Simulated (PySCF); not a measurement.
B(CCH)(H)2 (C₂H₃B), SMILES C#CB. Atoms are numbered in the order given.

```xyz
6

B      0.0000     0.0000    -1.3921
C      0.0000     0.0000     0.1078
C      0.0000     0.0000     1.3174
H      0.0000     0.0000     2.3811
H      0.0000    -1.0307    -1.9858
H      0.0000     1.0307    -1.9858
```
Charge 0, spin multiplicity 1.

The structure is a stationary point at B3LYP-D3(BJ)/def2-TZVP.

Vertical ionisation energy (IE) and electron affinity (EA) in eV. Rows of orbital energies are one-electron estimates. Where ΔSCF, EOM or ADC give a negative EA the extra electron is unbound and the value depends on the basis.

```tsv
level	IE	EA
−ε(HOMO), −ε(LUMO), r2SCAN/def2-TZVPD (PySCF)	7.09	3.06
ADC(2)/aug-cc-pVDZ (PySCF)	10.45	0.35
```

### Question
Give the lowest 1s main lines (those of the lightest heavy element) from CVS-ADC(2)-x/aug-cc-pVDZ (PySCF, non-relativistic), with pole strengths. (An estimate is asked for; the answer gives what the named calculation found.)

### Answer
198.2 eV (1.47).

### Question
Beyond the first one, list the lowest photoelectron lines from ADC(2)/aug-cc-pVDZ run with PySCF with their pole strengths (two spins summed). (The exact figures need the calculation; the answer reports its results.)

### Answer
11.27 eV (1.78), 13.30 eV (1.80), 13.64 eV (1.76), 17.18 eV (1.73), 18.87 eV (1.71).
